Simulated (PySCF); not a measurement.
Isomers of C7H13NOSi, one GFN2-xTB conformer each. Single-point energies are computed at PBE0/pcSseg-1 (PySCF, gas phase, no added dispersion term), electronic only.

| SMILES | GFN2-xTB relative energy (kJ/mol) |
| --- | --- |
| CC[Si@H](NC)c1ccco1 | 53.1 |
| C[SiH2]CC(=O)NC1=CCC1 | 122.4 |
| C#C[C@H]1CCO[SiH2]CNC1 | 110.4 |
| CC(C)N[SiH2]c1ccco1 | 0.0 |
| C=C[C@H](O[SiH2]C#N)C(C)C | 88.5 |
| CC(C)[C@H]([SiH3])C(=O)CC#N | 137.2 |
| [H]/N=C\C=C1\C[SiH2]CCCO1 | 160.9 |

Conformers: `[CH3:1][CH2:2][Si@H:3]([NH:4][CH3:5])[c:6]1[cH:7][cH:8][cH:9][o:10]1` with C1–C2–Si3–N4 -156°, C2–Si3–N4–C5 -177°, C2–Si3–C6–C7 -34°; `[CH3:1][SiH2:2][CH2:3][C:4](=[O:5])[NH:6][C:7]1=[CH:8][CH2:9][CH2:10]1` with C1–Si2–C3–C4 -61°, Si2–C3–C4–O5 90°, C3–C4–N6–C7 177°, C4–N6–C7–C8 180°; `[CH:1]#[C:2][C@H:3]1[CH2:4][CH2:5][O:6][SiH2:7][CH2:8][NH:9][CH2:10]1` with C2–C3–C4–C5 -106°, C3–C4–C5–O6 -56°, C4–C5–O6–Si7 -37°, C5–O6–Si7–C8 68°; `[CH3:1][CH:2]([CH3:3])[NH:4][SiH2:5][c:6]1[cH:7][cH:8][cH:9][o:10]1` with C1–C2–N4–Si5 -92°, C2–N4–Si5–C6 -46°, N4–Si5–C6–C7 126°; `[CH2:1]=[CH:2][C@H:3]([O:4][SiH2:5][C:6]#[N:7])[CH:8]([CH3:9])[CH3:10]` with C1–C2–C3–O4 -116°, C2–C3–O4–Si5 96°, C3–O4–Si5–C6 -55°, C2–C3–C8–C9 -55°; `[CH3:1][CH:2]([CH3:3])[C@H:4]([SiH3:5])[C:6](=[O:7])[CH2:8][C:9]#[N:10]` with C1–C2–C4–Si5 180°, C2–C4–C6–O7 54°, C4–C6–C8–C9 -48°; `[H]/[N:1]=[CH:2]\[CH:3]=[C:4]1\[CH2:5][SiH2:6][CH2:7][CH2:8][CH2:9][O:10]1` with N1–C2–C3–C4 180°, C3–C4–C5–Si6 -106°, C4–C5–Si6–C7 -70°, C5–Si6–C7–C8 48°, Si6–C7–C8–C9 -60°.

What does PBE0/pcSseg-1 give for the same structures?

| SMILES | PBE0/pcSseg-1 E (Eh) | PBE0/pcSseg-1 (kJ/mol) | GFN2-xTB (kJ/mol) | point group |
| --- | --- | --- | --- | --- |
| CC[Si@H](NC)c1ccco1 | -693.38701 | 0.0 | 53.1 | C1 |
| CC(C)N[SiH2]c1ccco1 | -693.38495 | 5.4 | 0.0 | C1 |
| C=C[C@H](O[SiH2]C#N)C(C)C | -693.37572 | 29.6 | 88.5 | C1 |
| C[SiH2]CC(=O)NC1=CCC1 | -693.36953 | 45.9 | 122.4 | C1 |
| CC(C)[C@H]([SiH3])C(=O)CC#N | -693.35580 | 81.9 | 137.2 | C1 |
| [H]/N=C\C=C1\C[SiH2]CCCO1 | -693.34880 | 100.3 | 160.9 | C1 |
| C#C[C@H]1CCO[SiH2]CNC1 | -693.32236 | 169.7 | 110.4 | C1 |

GFN2-xTB puts CC(C)N[SiH2]c1ccco1 lowest instead; measured from each level's own lowest isomer, the values differ by up to 76.5 kJ/mol (C[SiH2]CC(=O)NC1=CCC1: 122.4 against 45.9). As drawn, the lowest has an aromatic ring, which the highest lacks; the highest has a C≡C bond and an Si–O bond, which the lowest lacks. Neighbours under 10 kJ/mol apart (CC[Si@H](NC)c1ccco1 and CC(C)N[SiH2]c1ccco1) can change places with a better method, another conformer or zero-point energy.

Which frontier levels, dipoles and rotational constants go with these structures?

| SMILES | HOMO (eV, PBE0/pcSseg-1) | LUMO (eV) | dipole (D) | A, B, C (MHz) |
| --- | --- | --- | --- | --- |
| CC[Si@H](NC)c1ccco1 | -6.46 | 0.05 | 1.15 | 1369, 922.0, 576.7 |
| CC(C)N[SiH2]c1ccco1 | -6.61 | -0.19 | 0.98 | 1867, 685.0, 614.3 |
| C=C[C@H](O[SiH2]C#N)C(C)C | -7.93 | -0.81 | 3.38 | 1715, 725.3, 544.7 |
| C[SiH2]CC(=O)NC1=CCC1 | -6.24 | -0.07 | 2.67 | 2482, 532.1, 514.2 |
| CC(C)[C@H]([SiH3])C(=O)CC#N | -7.67 | -1.26 | 2.93 | 1489, 851.4, 709.7 |
| [H]/N=C\C=C1\C[SiH2]CCCO1 | -6.24 | -0.60 | 5.82 | 2011, 682.8, 577.1 |
| C#C[C@H]1CCO[SiH2]CNC1 | -6.40 | 0.91 | 1.79 | 1795, 876.8, 661.5 |

As an exercise, what shares would exp(−E/RT) give at 298.15 K from these electronic energies alone (no entropy, no degeneracies)?

RT = 2.479 kJ/mol: CC[Si@H](NC)c1ccco1 89.9 %, CC(C)N[SiH2]c1ccco1 10.1 %, C=C[C@H](O[SiH2]C#N)C(C)C under 0.1 %, C[SiH2]CC(=O)NC1=CCC1 under 0.1 %, CC(C)[C@H]([SiH3])C(=O)CC#N under 0.1 %, [H]/N=C\C=C1\C[SiH2]CCCO1 under 0.1 %, C#C[C@H]1CCO[SiH2]CNC1 under 0.1 %.
